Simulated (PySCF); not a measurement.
C₃H₇F₂Si (doublet state).
Z-matrix (Å and degrees, GFN2-xTB geometry), rows numbered from 1:
```
C 
C   1  1.5177
F   2  1.3919  1  108.19
C   2  1.5249  1  113.74  3  -119.96
Si  4  1.8976  2  112.95  1   -75.07
F   5  1.6298  4  107.95  2    63.00
H   1  1.0876  2  109.86  3    64.21
H   1  1.0874  2  109.86  3   -55.15
H   1  1.0847  2  110.35  3  -175.48
H   2  1.0984  1  110.93  3   114.30
H   4  1.0919  2  108.70  1    49.08
H   4  1.0913  2  107.72  1   164.34
H   5  1.4531  4  116.81  2   -51.20
```

The hyperfine couplings belong to this conformer and change with its torsions.

The species is `C[C@H](F)C[SiH]F` [radical].

Method: PySCF, UKS B3LYP, pcH-1 on C F H Si, non-relativistic, mean-field spin-orbit, GIAO. Isolated species at its GFN2-xTB geometry (one conformer only). The geometry wasn't refined by DFT: couplings that depend on bond lengths, twists or pyramidal angles can differ widely from those at the functional's own minimum, by a factor of two or more for some ions and for spin on atoms past the first row. Stability of the SCF solution: not tested.

Q: The isotropic 13C couplings are +46.0, +44.0 MHz. Assign them to C2; C4.

A: 
```csv
site,a_iso (MHz),ρ(0) (bohr⁻³),position,distance from Si5 (Å),spin population,largest |T| (MHz)
C2,+44.0,+0.0391,2 bonds from Si5,2.86,+0.02,4.6
C4,+46.0,+0.0409,1 bond from Si5,1.90,+0.03,12.9
```

Q: Match the computed a_iso(19F) values +132.8, +40.2 MHz with the sites F3; F6.

A: 
```csv
site,a_iso (MHz),ρ(0) (bohr⁻³),position,distance from Si5 (Å),bound to,spin population there,largest |T| (MHz)
F3,+40.2,+0.0095,3 bonds from Si5,4.07,C2,+0.02,49.8
F6,+132.8,+0.0312,1 bond from Si5,1.63,Si5,+0.86,259.8
```

ρ(0) is the spin density at the nucleus and T the dipolar tensor; a_iso includes a spin–orbit part; entries for several nuclei are means. The largest Mulliken spin population is on Si5 (+0.86). The angles at Si5 add up to 326.8°, so it is pyramidal.

Nuclei that the bonding pattern makes equivalent are averaged, as if the motion that swaps them (rotation, inversion, ring flip) were fast.
